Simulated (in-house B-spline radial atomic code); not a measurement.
A fraction x of an electron is removed from 4p in Ge⁺, starting from [Ar] 3d10 4s2 4p1 and keeping the highest spin. Level of theory: scalar-relativistic (X2C) B3LYP, spin-polarised, spherical fractional occupations, Fermi nucleus of rms radius 4.0742 fm; calculated with a radial B-spline atomic code at the basis-set limit.

Caution: exact exchange at fractional occupations of open shells leaves self-interaction of up to several eV.

```
   x  E(x) - E(0) (eV)  4p up level (eV)
   0            0.0000           -11.456
0.08            0.9400           -12.045
0.23            2.8305           -13.165
0.36            4.6057           -14.149
0.43            5.6149           -14.684
 0.5            6.6616           -15.223
0.56            7.5889           -15.687
0.71           10.0297           -16.858
 0.8           11.5787           -17.567
0.98           14.8692           -18.997
   1           15.2507                 -
```

The exact functional would give a straight line between the two integer points. Deviations E(x) - E(0) - x[E(1) - E(0)], in eV: -0.28 at x = 0.08, -0.677 at x = 0.23, -0.885 at x = 0.36, -0.943 at x = 0.43, -0.964 at x = 0.5, -0.951 at x = 0.56, -0.798 at x = 0.71, -0.622 at x = 0.8, -0.076 at x = 0.98.

The curve lies below the straight line by up to 0.964 eV (at x = 0.5): convex, the delocalisation error, to which spherically averaged exact exchange adds.

How well does Slater's transition state (minus the level at half occupation) give the ionisation energy?

It gives 15.223 eV against 15.251 eV from the two total energies; NIST lists 15.93 eV, ground level to ground level. The end point has an open shell averaged over its orbitals, so its exact exchange keeps a self-interaction and this is no true integer point.
